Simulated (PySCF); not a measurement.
**Shieldings and the share of exact exchange**

Molecule: `[SiH3]OC1=CCC1`, C$_{4}$H$_{8}$OSi.

Cartesian coordinates in Å; atom numbers follow the order of the lines, from 1:
```xyz
14

Si    2.392   -0.136    0.452
O     0.914    0.656    0.272
C    -0.260    0.019    0.206
C    -0.683   -1.259    0.265
C    -2.130   -0.850    0.086
C    -1.620    0.623    0.020
H     2.609   -1.073   -0.689
H     2.408   -0.902    1.733
H     3.419    0.937    0.462
H    -0.193   -2.226    0.392
H    -2.798   -1.059    0.937
H    -2.617   -1.201   -0.839
H    -1.963    1.277    0.838
H    -1.783    1.136   -0.941
```

GIAO shieldings (ppm, equivalent atoms averaged) in PySCF on the PBE0-D3(BJ)/def2-SVP geometry, basis pcSseg-1, gas phase, non-relativistic:

| functional | exact exchange (%) | σ(Si1) | σ(O2) | σ(C6) |
| --- | --- | --- | --- | --- |
| BLYP | 0 | 364.1 | 200.5 | 138.2 |
| BP86 | 0 | 367.8 | 204.5 | 142.8 |
| PBE | 0 | 369.1 | 204.4 | 143.4 |
| PBE0 | 25 | 384.2 | 217.2 | 149.1 |
| mPW1PW91 | 25 | 382.8 | 216.8 | 148.1 |
| BHandHLYP | 50 | 395.1 | 226.0 | 149.7 |
| HF | 100 | 430.8 | 247.5 | 159.6 |

Task: Fit each shielding as a line in the percentage of exact exchange.

Result: σ(Si1) = 366.9 + 0.63 x (rms 2.0 ppm); σ(O2) = 204.0 + 0.44 x (rms 1.7 ppm); σ(C6) = 142.2 + 0.18 x (rms 2.0 ppm). The functionals also differ in their semilocal parts, which the line can't hold; Hartree–Fock has no correlation at all.

Task: What does the line predict for B3LYP (20 %), and what does the run give?

Result: σ(Si1): 379.5 predicted, 375.9 computed; σ(O2): 212.8 predicted, 211.5 computed; σ(C6): 145.8 predicted, 143.3 computed ppm.
